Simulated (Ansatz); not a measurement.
Program: Ansatz. Geometries: PBE0-D4/def2-TZVP. ΔE: electronic, gas phase. CCSD(T)/CBS is the MP2 limit (def2-TZVPP, def2-QZVPP) plus CCSD(T) − MP2 in def2-TZVPP, frozen cores. This one scheme is used for every species. Functionals use def2-TZVPP. Each species was taken in one conformer, which may not be the lowest.

Reaction (ligand exchange at the Si–O bond): `O[SiH](O)O[SiH](F)F` + `N[SiH2]F` → `O[SiH](O)N[SiH2]F` + `O[SiH](F)F`

Question: Is it downhill or uphill in electronic energy at CCSD(T)/CBS, and by how much? (Best estimate.)

Answer: The calculation gave: Uphill: ΔE = +0.61 eV.

Question: What do these levels give: ωB97X-V, B2PLYP, PBE, MP2/def2-TZVPP, HF/def2-QZVPP, HF/CBS(def2)? (Best estimate.)

Answer: Ansatz gave: ωB97X-V 0.61, B2PLYP 0.64, PBE 0.56, MP2/def2-TZVPP 0.59, HF/def2-QZVPP 0.79, HF/CBS(def2) 0.79 eV.

Largest T1 diagnostic among the species: 0.012.

From PBE to PBE0 (25 % exact exchange), in def2-TZVPP and without D4, ΔE moves by +0.03 eV. In def2-TZVPP, CCSD(T) changes the Hartree–Fock value by −0.17 eV (the triples alone add −0.03 eV) and MP2 by −0.18 eV.
